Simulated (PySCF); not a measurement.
# Working out the ionisation energy of Zn

Zn [Ar] 3d10 4s2 (1S) → Zn⁺ [Ar] 3d10 4s1 (2S). Calculation: PySCF 2.14, in def2-SVP; no relativity, point nucleus. Frozen: [Ar]. Energies in hartree (1 hartree = 27.21139 eV):

```tsv
part	Zn (lower)	Zn⁺ (upper)
UHF	-1777.561481	-1777.285125
CCSD correlation	-0.276209	-0.239125
(T)	-0.007803	-0.006127
```

Q: What does Hartree-Fock give?

A: (-1777.285125) − (-1777.561481) = 0.276356 hartree = 7.520 eV.

Q: What do CCSD and CCSD(T) give?

A: The CCSD correlation energies differ by 0.037084 hartree = 1.009 eV and the triples by 0.001676 hartree = 0.046 eV, so CCSD gives 8.529 eV and CCSD(T) 8.575 eV.

Measured between the centres of the two terms (NIST): 9.394 eV, so CCSD(T) (valence) is off by -0.819 eV.

The calculation is non-relativistic.

A double-zeta basis recovers only part of the correlation energy.

What remains against the reference includes basis incompleteness, the frozen core and higher excitations.
